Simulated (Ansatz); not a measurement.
ZnCu₃, relaxed as a doublet with UKS B3LYP-D4/def2-SVP in Ansatz, starting from the GFN1-xTB geometry. Force threshold 0.02 eV/Å.

The structure comes from a short search, and lower isomers may exist.

Start:

```xyz
4

Cu    0.762   -0.873    0.361
Cu   -0.769    0.849   -0.400
Cu   -0.323   -1.031   -1.682
Zn    0.330    1.055    1.721
```

```tsv
step	energy (eV)	largest force component (eV/Å)	SCF passes
1	-182322.0466	0.266	23
2	-182322.0562	0.148	32
3	-182322.0605	0.009	31
```

Force components are those of the run's own axes.

End:

```xyz
4

Cu    0.7710   -0.8862    0.3615
Cu   -0.7797    0.8571   -0.4095
Cu   -0.3274   -1.0449   -1.7044
Zn    0.3361    1.0740    1.7523
```

By distances, no bond broke or formed. The bond that changes most is Cu1–Zn4, from 2.40 to 2.44 Å (atoms count from 1).

No frequencies were taken in this run, so the end may be a saddle point.

Run time 16 s (4 threads of Intel Xeon on a shared host).
